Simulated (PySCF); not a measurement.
PySCF 2.14 output of an unrestricted CAM-B3LYP calculation on a single atom or ion in aug-cc-pwCVQZ (9s8p6d4f2g, 109 functions), with the non-relativistic Hamiltonian (point nucleus):

```
SCF conv_tol = 1e-09
number electrons alpha = 3  beta = 1
    T. Yanai, D. P. Tew, and N. C. Handy.,  Chem. Phys. Lett. 393, 51 (2004)
cycle= 1 E= -35.9541578864814  delta_E= -0.00179  |g|= 0.00618  |ddm|= 0.327
cycle= 2 E= -35.9541610444023  delta_E= -3.16e-06  |g|= 0.000333  |ddm|= 0.0129
cycle= 3 E= -35.9541610685731  delta_E= -2.42e-08  |g|= 2.14e-05  |ddm|= 0.000972
cycle= 4 E= -35.9541610687793  delta_E= -2.06e-10  |g|= 2.5e-06  |ddm|= 5.53e-05
converged SCF energy = -35.9541610687793  <S^2> = 2.0000255  2S+1 = 3.000017
```

The run itself started from symmetry-adapted Hartree-Fock orbitals and held the occupation by maximum overlap, on a logarithmic radial grid, so the iterations belong to that start.

Which element, charge and spin multiplicity is this?

C²⁺ (carbon, charge +2), multiplicity 3; the state was [He] 2p2, high-spin 3P determinant (an excited configuration).
